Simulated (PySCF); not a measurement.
Krypton: highly charged ions in a basis for the neutral atom

Kr⁶⁺ [Ar] 3d10 4s2, Kr⁷⁺ [Ar] 3d10 4s1. All numbers are calculated (PySCF 2.14, scalar relativity by spin-free X2C-1e, in x2c-SVPall). No spin-orbit coupling, so a gap to NIST mixes the basis error with missing relativistic terms.

Changed run: basis of the neutral atom used for a highly charged ion. This setting is unsound on purpose.

```csv
species,method,sound run (hartree),changed run (hartree),converged
Kr⁶⁺,UHF,not run,-2778.06379,yes
Kr⁶⁺,TPSS,not run,-2779.60676,yes
Kr⁶⁺,M06-L,not run,-2779.65572,yes
Kr⁷⁺,UHF,not run,-2774.13346,yes
Kr⁷⁺,TPSS,not run,-2775.59385,yes
Kr⁷⁺,M06-L,not run,-2775.64186,yes
```

Ionisation energy of Kr⁶⁺:

| method | changed run (eV) | NIST (eV) |
| --- | --- | --- |
| UHF | 106.95 | 109.13 ± 0.05 |
| TPSS | 109.20 | 109.13 ± 0.05 |
| M06-L | 109.22 | 109.13 ± 0.05 |

The contracted functions were made for the neutral atom and can be too rigid for a highly charged ion.
